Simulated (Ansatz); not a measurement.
Calculated with Ansatz (gas phase, PBE0-D4/def2-TZVP geometries, no zero-point term in ΔE). CBS: MP2 limit from def2 TZ/QZ plus the TZ coupled-cluster correction, frozen cores. DFT in def2-TZVPP. Each species was taken in one conformer, which may not be the lowest.

Consider the redistribution: `OB(O[SiH3])O[SiH3]` + `N[Si](O)(F)F` → `NB(O[SiH3])O[SiH3]` + `O[Si](O)(F)F`.

(1) Is it downhill or uphill in electronic energy at CCSD(T)/CBS, and by how much? (An estimate is asked.)

(2) What do these levels give: ωB97X-V, B2PLYP, PBE, CCSD(T)/def2-TZVPP, HF/def2-QZVPP, HF/CBS(def2)? (An estimate is asked.)

Largest T1 diagnostic among the species: 0.012.

## Answers

(1) The calculation gave: Downhill: ΔE = -0.19 eV.

(2) Ansatz gave: ωB97X-V -0.18, B2PLYP -0.20, PBE -0.17, CCSD(T)/def2-TZVPP -0.19, HF/def2-QZVPP -0.20, HF/CBS(def2) -0.20 eV.
